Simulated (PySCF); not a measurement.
## Ta (tantalum, neutral) across methods

[Xe] 4f14 5d4 6s1, high-spin 6D determinant (an excited configuration). Computed with PySCF 2.14 in aug-cc-pwCVTZ-PP with ECP60MDF (8s8p7d4f3g, 122 functions), with scalar relativity through the core potential. The B2PLYP total includes its PT2 part (frozen core); its orbital energies are those of the SCF part.

```
 method  E (hartree)  mean ε 5p β (eV)  mean ε 6s α (eV)  mean ε 5d α (eV)  Σ⟨r²⟩ (bohr²)   ⟨S²⟩
   PBE0     -57.2654           -37.693            -6.023            -4.374          54.43  8.752
    UHF    -56.73699           -42.909            -7.483            -7.088          54.46  8.757
  B97-3     -57.2678           -38.029            -5.907            -4.258          54.40  8.751
 B2PLYP     -57.0789           -39.742            -6.414            -5.195          54.61  8.752
    LDA     -57.1332           -35.697            -5.631            -3.437          55.28  8.751
LC-wPBE     -57.2770           -40.304            -7.870            -6.710          53.60  8.753
 r2SCAN     -57.3095           -36.296            -5.673            -3.544          54.28  8.752
```

**Question.** Estimate the same row for PBE.

**Answer.** E (hartree) = -57.3018; mean ε 5p β (eV) = -35.683; mean ε 6s α (eV) = -5.424; mean ε 5d α (eV) = -3.361; Σ⟨r²⟩ (bohr²) = 55.12; ⟨S²⟩ = 8.751.

Energies and moments cover only the electrons outside the core potential. Spin-orbit coupling, absent here, splits the open shell strongly.
